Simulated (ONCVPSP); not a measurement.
**Transferability test, ONCV potential for aluminium**

Al, optimised norm-conserving Vanderbilt (ONCV), made with ONCVPSP 4.0.1 (PBE, scalar-relativistic). Core [Ne], reference 3s1.5 3p1.5. Waves: 3s: rc 1.90 bohr, ncon 4, nbas 7, qcut 3.8 1/bohr, 2 projectors, debl 1.6 Ha; 3p: rc 1.85 bohr, ncon 5, nbas 9, qcut 4.4 1/bohr, 2 projectors, debl 3.9 Ha; d scattering state at 0.33 Ha: rc 1.60 bohr, ncon 4, nbas 8, qcut 5.3 1/bohr, 3 projectors, debl 3.2 Ha. Local part: polynomial inside 1.25 bohr (lpopt 5, dvloc0 0 Ha). Core correction: polynomial model core, fcfact 0.45.

Energies are relative to the spin-unpolarised reference configuration 3s1.5 3p1.5; without spin polarisation the order of configurations can differ from experiment.

Q: Give the all-electron excitation energy and the error of the potential for: 3s2 3p1; 3s2 3p0; 3s1 3p0; 3s1 3p2.

A:

```json
{"valence configuration": "3s2 3p1", "charge": "0", "ΔE all-electron (eV)": "-2.546", "error AE − PS (meV)": "+0.5"}
{"valence configuration": "3s2 3p0", "charge": "+1", "ΔE all-electron (eV)": "3.215", "error AE − PS (meV)": "+0.4"}
{"valence configuration": "3s1 3p0", "charge": "+2", "ΔE all-electron (eV)": "22.441", "error AE − PS (meV)": "+12"}
{"valence configuration": "3s1 3p2", "charge": "0", "ΔE all-electron (eV)": "2.593", "error AE − PS (meV)": "+0.3"}
```

Levels in the configuration 3s1 3p0:

```json
{"level": "3s", "all-electron (eV)": "-23.748", "pseudo (eV)": "-23.718"}
```

Note: no bound ghost flagged; GHOST(+) flagged for s at 91.2 eV.
